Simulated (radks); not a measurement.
All-electron atom: Pm IV in [Xe] 4f4. Method: scalar-relativistic Kohn-Sham, PBE, spin-polarised, spherical densities, point nucleus; open shells are filled with parallel spins first (spin-orbit coupling, left out, can overturn this in heavy ions); computed with a radial shooting solver on a logarithmic mesh with Libxc functionals.

Local quantities along the radius. ELF = 1/(1 + alpha^2) is the electron localisation function; alpha = (tau - tau_W)/tau_unif compares the Pauli kinetic energy density with that of the uniform gas (summed over spins). tau is taken from the large components.

```
   r/bohr * ELF (the largest magnitude, 0.999, reaches the edge; | marks zero)
 0.002189 |                                                      *
 0.002874 |                                                      *
 0.003802 |                                                      *
 0.005031 |                                                      *
 0.006604 |                                                      *
 0.008737 |                                                      *
  0.01156 |                                                     *
   0.0153 |                                                  *
  0.02008 |                                         *
  0.02657 |                        *
  0.03515 |                 *
  0.04651 |                          *
  0.06104 |                                      *
  0.08077 |                                      *
   0.1069 |                        *
   0.1414 |                   *
   0.1856 |                                  *
   0.2456 |                                        *
   0.3249 |                  *
   0.4265 |                *
   0.5643 |                                       *
   0.7467 |                                 *
   0.9879 |                *
    1.297 |                          *
    1.716 |                                       *
     2.27 |                              *
    3.004 |      *
    3.943 *
    5.217 *
```

On this mesh the ELF has minima near r = 0.035, 0.12, 0.37, 0.99 bohr, which separate the shells, and maxima near 0.070 (0.75), 0.21 (0.74), 0.65 (0.73), 1.7 (0.72).
